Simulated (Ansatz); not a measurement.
The cluster Ti₂S (the lowest singlet isomer of a short search) was relaxed with PBE-D4 (def2-TZVP) in Ansatz in these states: neutral quintet, neutral triplet. The geometries follow in no particular order.

A:

Cartesian coordinates in Å:
```
Ti 0.010 -1.357 -0.126
Ti -0.159 0.644 1.191
S 0.150 0.713 -1.065
```

B:

```xyz
3

Ti   -0.424   -0.072   -1.131
Ti    1.204   -0.116    0.025
S    -0.780    0.189    1.105
```

Task: Judge from the bond lengths which geometry belongs to which state (an estimate).

Result: A is the neutral quintet (Ti1–Ti2 2.402 Å, Ti2–S3 2.278 Å, Ti1–S3 2.278 Å); B is the neutral triplet (Ti1–Ti2 1.998 Å, Ti2–S3 2.279 Å, Ti1–S3 2.279 Å).

At PBE0-D4/def2-TZVP a quintet lies 0.10 eV below the neutral triplet. These are the stationary points nearest to one start from a short search; other shapes may lie lower in each state.
